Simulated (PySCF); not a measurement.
C2H6AlF, SMILES [CH3][Al]([CH3])[F]. Geometry optimised at B3LYP-D3(BJ)/def2-SVP. The isomer is the one that the SMILES or the coordinates give; other isomers of the formula were not compared.

### Question
Give the equilibrium geometry at B3LYP-D3(BJ)/def2-SVP (PySCF confirms it by a frequency run) as a Z-matrix. (Estimate from the structure and the level; the computed values follow.)

### Answer

```
Al
F 1 1.6772
C 1 1.9493 2 116.51
H 3 1.1024 1 112.72 2 -161.83
H 3 1.1028 4 108.35 1 -124.22
H 3 1.1052 4 107.14 5 -114.62
C 1 1.9493 2 116.49 3 179.96
H 7 1.1023 1 112.74 2 -162.71
H 7 1.1029 8 108.34 1 -124.17
H 7 1.1052 8 107.17 9 -114.61
```
